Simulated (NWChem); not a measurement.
System: MgF cation; SMILES [F][Mg+]

Here is an NWChem input.

```
start job
memory heap 200 mb stack 700 mb global 900 mb
charge 1
geometry units angstroms noautosym nocenter noautoz
  Mg     0.000000     0.000000    -0.744676
  F      0.000000     0.000000     0.993336
end
basis spherical
  Mg library def2-tzvp
  F library def2-tzvp
end
dft
  xc b3lyp
  iterations 150
end
property
  efieldgrad
end
task dft property
```

Output (shortened):

```
             Northwest Computational Chemistry Package (NWChem) 7.3.0
             --------------------------------------------------------

                             Geometry "geometry" -> ""
                             -------------------------

 Output coordinates in angstroms (scale by  1.889725989 to convert to a.u.)

  No.       Tag          Charge          X              Y              Z
 ---- ---------------- ---------- -------------- -------------- --------------
    1 Mg                  12.0000     0.00000000     0.00000000    -0.74467600
    2 F                    9.0000     0.00000000     0.00000000     0.99333600

 Effective nuclear repulsion energy (a.u.)      32.8830542551

                              NWChem Property Module
                              ----------------------

  itol2e modified to match energy
  convergence criterion.

                                 NWChem DFT Module
                                 -----------------

 Summary of "ao basis" -> "ao basis" (spherical)
 ------------------------------------------------------------------------------
       Tag                 Description            Shells   Functions and Types
 ---------------- ------------------------------  ------  ---------------------
 Mg                        def2-tzvp                12       32   5s4p3d
 F                         def2-tzvp                11       31   5s3p2d1f

  itol2e modified to match energy
  convergence criterion.

            General Information
            -------------------
          SCF calculation type: DFT
          Wavefunction type:  closed shell.
          No. of atoms     :     2
          No. of electrons :    20
           Alpha electrons :    10
            Beta electrons :    10
          Charge           :     1
          Spin multiplicity:     1
          Use of symmetry is: off; symmetry adaption is: off
          Maximum number of iterations: 150
          AO basis - number of functions:    63
                     number of shells:    23
          Convergence on energy requested:  1.00D-07
          Convergence on density requested:  1.00D-05
          Convergence on gradient requested:  5.00D-04

              XC Information
              --------------
                         B3LYP Method XC Potential
                     Hartree-Fock (Exact) Exchange  0.200
                        Slater Exchange Functional  0.800 local
                    Becke 1988 Exchange Functional  0.720 non-local
              Lee-Yang-Parr Correlation Functional  0.810
                  VWN I RPA Correlation Functional  0.190 local

             Grid Information
             ----------------
          Grid used for XC integration:  fine
          Radial quadrature: Mura-Knowles
          Angular quadrature: Lebedev.
          Tag              B.-S. Rad. Rad. Pts. Rad. Cut. Ang. Pts.
          ---              ---------- --------- --------- ---------
          Mg                  1.50      123           8.0       770
          F                   0.50       70           8.0       590
          Grid pruning is: on
          Number of quadrature shells:   193
          Spatial weights used:  Erf1

      Superposition of Atomic Density Guess
      -------------------------------------

 Sum of atomic energies:        -299.02470955

 Renormalizing density from      21.00 to     20

      Non-variational initial energy
      ------------------------------

 Total energy =    -290.035542
 1-e energy   =    -460.869152
 2-e energy   =     137.950556
 HOMO         =      -1.189018
 LUMO         =      -0.500919

   convergence    iter        energy       DeltaE   RMS-Dens  Diis-err
 ---------------- ----- ----------------- --------- --------- ---------
 d= 0,ls=0.0,diis     1   -299.3845555373 -3.32D+02  5.11D-02  4.97D+00
 d= 0,ls=0.0,diis     2   -293.0538968310  6.33D+00  4.87D-02  4.38D+01
 d= 0,ls=0.0,diis     3   -299.6737038733 -6.62D+00  7.47D-03  6.10D-01
 d= 0,ls=0.0,diis     4   -299.7213741663 -4.77D-02  1.32D-03  9.55D-02
 d= 0,ls=0.0,diis     5   -299.7259727720 -4.60D-03  4.06D-04  4.88D-03
  Resetting Diis
 d= 0,ls=0.0,diis     6   -299.7263907389 -4.18D-04  8.26D-05  1.58D-04
 d= 0,ls=0.0,diis     7   -299.7264040706 -1.33D-05  1.11D-05  4.31D-07
 d= 0,ls=0.0,diis     8   -299.7264040645  6.07D-09  6.75D-06  4.95D-07

         Total DFT energy =     -299.726404064510
      One electron energy =     -479.491422247533
           Coulomb energy =      173.697614744567
    Exchange-Corr. energy =      -26.815650816617
 Nuclear repulsion energy =       32.883054255073

 Numeric. integr. density =       19.999999978895

                       DFT Final Molecular Orbital Analysis
                       ------------------------------------

 Vector    8  Occ=2.000000D+00  E=-5.934608D-01
              MO Center= -2.1D-11,  1.3D-11,  9.0D-01, r^2= 7.6D-01
   Bfn.  Coefficient  Atom+Function         Bfn.  Coefficient  Atom+Function
  ----- ------------  ---------------      ----- ------------  ---------------
    40      0.465770  2 F  pz                43      0.379480  2 F  pz
     4     -0.345255  1 Mg s                 46      0.218339  2 F  pz
     3      0.135715  1 Mg s                 37      0.107134  2 F  s
    14     -0.088564  1 Mg pz                 8      0.087381  1 Mg pz
     5      0.068112  1 Mg s                 35      0.066371  2 F  s

 Vector    9  Occ=2.000000D+00  E=-5.641405D-01
              MO Center=  4.1D-10, -4.2D-10,  9.3D-01, r^2= 6.0D-01
   Bfn.  Coefficient  Atom+Function         Bfn.  Coefficient  Atom+Function
  ----- ------------  ---------------      ----- ------------  ---------------
    39     -0.347012  2 F  py                38      0.342924  2 F  px
    42     -0.278898  2 F  py                41      0.275613  2 F  px
    45     -0.199374  2 F  py                44      0.197025  2 F  px
    13     -0.058909  1 Mg py                12      0.058215  1 Mg px
     7      0.034979  1 Mg py                 6     -0.034567  1 Mg px

 Vector   10  Occ=2.000000D+00  E=-5.641405D-01
              MO Center= -4.2D-11,  4.5D-12,  9.3D-01, r^2= 6.0D-01
   Bfn.  Coefficient  Atom+Function         Bfn.  Coefficient  Atom+Function
  ----- ------------  ---------------      ----- ------------  ---------------
    38      0.347012  2 F  px                39      0.342924  2 F  py
    41      0.278898  2 F  px                42      0.275613  2 F  py
    44      0.199374  2 F  px                45      0.197025  2 F  py
    12      0.058909  1 Mg px                13      0.058215  1 Mg py
     6     -0.034979  1 Mg px                 7     -0.034567  1 Mg py

 Vector   11  Occ=0.000000D+00  E=-3.855406D-01
              MO Center= -1.6D-10,  1.4D-10, -1.3D+00, r^2= 2.5D+00
   Bfn.  Coefficient  Atom+Function         Bfn.  Coefficient  Atom+Function
  ----- ------------  ---------------      ----- ------------  ---------------
     4      0.897639  1 Mg s                  3     -0.286842  1 Mg s
    14     -0.275240  1 Mg pz                 5      0.136856  1 Mg s
    40      0.134969  2 F  pz                 8      0.125999  1 Mg pz
    17     -0.126225  1 Mg pz                43      0.107014  2 F  pz
     2      0.092386  1 Mg s                 46      0.081797  2 F  pz

[...]

          -----------------------
          Electric field gradient
          -----------------------

 1 a.u. = 0.324123 10**(16) esu/cm**3  ( or statvolts/cm**2 ) = 0.97174 10**(22) v/m**2

 ------------------------------------------------------------
   Atom      X         Y         Z
 ------------------------------------------------------------
    1 Mg   0.00000   0.00000  -1.40723
 ------------------------------------------------------------

 Electric field gradient in molecular frame (a.u.)
         XX             YY             ZZ             XY             XZ             YZ
 ------------------------------------------------------------------------------------------
       -0.195666      -0.195666       0.391333       0.000000       0.000000      -0.000000

 Principal components (a.u.) and orientation
 of principal axis w.r.t. absolute frame                      Asymmetry parameter eta
 --------------------------------------------------------------------------------------
        0.391333      -0.195666      -0.195666                       0.000000

        0.000000       0.715386       0.698729
       -0.000000      -0.698729       0.715386
        1.000000      -0.000000       0.000000

 ------------------------------------------------------------
   Atom      X         Y         Z
 ------------------------------------------------------------
    2 F    0.00000   0.00000   1.87713
 ------------------------------------------------------------

 Electric field gradient in molecular frame (a.u.)
         XX             YY             ZZ             XY             XZ             YZ
 ------------------------------------------------------------------------------------------
        0.414441       0.414441      -0.828883       0.000000       0.000000      -0.000000

 Principal components (a.u.) and orientation
 of principal axis w.r.t. absolute frame                      Asymmetry parameter eta
 --------------------------------------------------------------------------------------
       -0.828883       0.414441       0.414441                       0.000000

       -0.000000       0.624724       0.780846
        0.000000       0.780846      -0.624724
        1.000000      -0.000000       0.000000
```

Level: B3LYP/def2-TZVP. All runs use the structure optimised with PBE-D3(BJ)/def2-SVP. NWChem prints the field gradient with the sign opposite to the second derivative of the potential.
